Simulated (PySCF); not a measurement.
**Calculated NMR parameters of COCO[SiH2]OC**

```
Formula                               : C3H10O3Si
SMILES                                : COCO[SiH2]OC
InChI                                 : InChI=1S/C3H10O3Si/c1-4-3-6-7-5-2/h3,7H2,1-2H3
Point group of the computed structure : C1
Degrees of unsaturation               : 0
Carbon signals                        : 3
Proton signals                        : 4
```

Bonds (- single, = double, # triple, : aromatic): C1-O2, O2-C3, C3-O4, O4-Si5, Si5-O6, O6-C7. C1 carries H8, H9, H10; C3 carries H11, H12; Si5 carries H13, H14; C7 carries H15, H16, H17.

- GFN2-xTB structure
- NMR shieldings at PBE0/pcSseg-1/GIAO
- code: PySCF 2.14.0 with density-fitted response routines
- fast rotation and ring inversion assumed for equivalent nuclei, single conformer, gas phase, relativity neglected

Shifts are taken against calculated references (same method and geometry level): ¹H, ¹³C, ²⁹Si vs TMS; ¹⁷O vs H2O.

| carbon | δC, type | δH (multiplicity) | HMBC from (2–3 bonds) | span of the C tensor (ppm) |
| --- | --- | --- | --- | --- |
| C1 | 57.0, CH3 | 3.62 (s) | H11/H12 | 89 |
| C3 | 93.7, CH2 | 5.15 (s) | H13/H14, H8/H9/H10 | 54 |
| C7 | 52.7, CH3 | 3.89 (s) | H13/H14 | 78 |

Other nuclei:
```tsv
atoms	nucleus	environment	δ (ppm)	σ (ppm)
H13/H14	¹H	hydrogen on a silicon bonded to 2 O	4.82	26.90
Si5	²⁹Si	silicon bonded to 2 O, 2 H	-34.9	384.0
O4	¹⁷O	oxygen bonded to C, Si	78.3	257.8
O2	¹⁷O	ether oxygen	68.6	267.5
O6	¹⁷O	oxygen bonded to C, Si	20.0	316.1
```

1. Carbon types of the structure: 1 × CH2, 2 × CH3, leaving 2 H on heteroatoms.
2. δC 93.7: sp3 carbon bearing two oxygens; 2 electronegative neighbours deshield it.
3. δC 57.0, 52.7: methyl carbon bonded to O; the inductive effect lowers its shielding.
4. δH 5.15: hydrogen on an sp3 carbon bearing two oxygens; its carbon carries O, hence the downfield position.
5. δH 4.82: hydrogen on a silicon bonded to 2 O.
6. δH 3.89, 3.62: hydrogen on a methyl carbon bonded to O; its carbon carries O, an electronegative neighbour.

Shifts are as computed. Against solution values, carbons near 30 ppm lie about +3 ppm off and those near 130 ppm about +5 ppm. Of 1211 compounds with measured shifts, 218 miss one by over three times the rms of a fit or turn the order of signals round; such compounds aren't used in these exercises. Experimental scales use liquid or dissolved standards, which lie at an offset from isolated H2O (liquid H2O: subtract about 36 ppm). Multiplicities follow the n + 1 count of equivalent neighbours, as no J values were calculated; m marks all less simple cases, F and P coupling included.
